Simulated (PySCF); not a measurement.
## Electronic absorption of C5H2F3NS

Species: C5H2F3NS.
SMILES: `FC(F)=C(F)c1cscn1`

Computed with PySCF, TDDFT CAM-B3LYP/def2-SVPD, vertical, gas phase, core orbitals frozen in the response. The structure is a single PBE0-D3(BJ)/def2-SVP conformer in the gas phase; no vibrational or solvent corrections. Torsions of this conformer, `[F:1][C:2]([F:3])=[C:4]([F:5])[c:6]1[cH:7][s:8][cH:9][n:10]1`: C2–C4–C6–C7 -177°.

Q: List the vertical singlet excitations with oscillator strengths and describe the spectrum.

A: 

```csv
state,E (eV),E (hartree),f,"main configurations (H = HOMO, L = LUMO)"
S1,5.15,0.1891,0.177,H→L (87%)
S2,5.59,0.2056,0.0002,"H-2→L (83%), H-2→L+1 (16%)"
S3,5.81,0.2137,0.0006,H→L+2 (80%)
S4,5.82,0.2139,0.336,H→L+1 (81%)
S5,6.34,0.2329,0.0074,"H→L+3 (47%), H→L+4 (36%)"
S6,6.45,0.2371,0.270,H-1→L (85%)
```

The lowest singlet comes at 241 nm (497 kJ/mol) in the ultraviolet; it is strong; its leading configuration is HOMO→LUMO (87%). The strongest level in the table is S4 at 5.82 eV (213 nm, f = 0.336). S3/S4 lie within about 0.01 eV of each other. Löwdin shares by element: HOMO carbon 60% or more (atoms not listed hold the other 40%); LUMO carbon 49% or more, sulfur 22% (atoms not listed hold the other 29%). Orbital energies (eV): HOMO-3 -10.31, HOMO-2 -9.89, HOMO-1 -9.85, HOMO -8.02, LUMO -0.33, LUMO+1 0.61, LUMO+2 0.75. Of the 6 states listed, 3 reach f = 0.01 and 1 stays under 0.0005. Weighted by f, the mean energy of these states is 5.89 eV. The window holds the lowest 6 singlets.
